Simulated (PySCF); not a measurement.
ammonia (H$_{3}$N), singlet, geometry from GFN2-xTB. Base run: M06/def2-SVP in PySCF.

Here is a job for PySCF.
```python
from pyscf import gto, scf, dft

mol = gto.Mole()
mol.atom = '''
    N    -0.000889    0.002201    0.110024
    H     0.015877    0.938466   -0.275490
    H     0.812490   -0.488757   -0.240501
    H    -0.822147   -0.465118   -0.254176
'''
mol.basis = 'def2-svp'
mol.charge = 0
mol.spin = 0
mol.verbose = 3
mol.build()

mf = dft.RKS(mol)
mf.xc = 'm06'
mf.kernel()
mf.analyze()
```

The base run was repeated with changes; each row names its change, and settings that it needs were set with it.

```
change                                     ΔE vs base (µEh)  grid points  electrons on the grid
-----------------------------------------  ----------------  -----------  ---------------------
base                                                    0.0        43328               10.00000
grids.atom_grid = (30, 110)                             293         9864                9.99974
grids.radi_method = mura_knowles                       -0.3        42032               10.00000
grids.atom_grid = (75, 302)                            -0.2        58416               10.00000
grids.level = 2                                         0.9        27112               10.00000
grids.prune = dft.gen_grid.sg1_prune                   42.7        19272               10.00002
grids.atom_grid = (99, 590)                           -10.4       130264               10.00000
grids.prune = dft.gen_grid.treutler_prune              24.4        37104               10.00000
grids.level = 5                                       -10.1       112736               10.00000
grids.becke_scheme = stratmann                          2.6        43328               10.00000
grids.atom_grid = (150, 974)                          -10.2       325800               10.00000
```
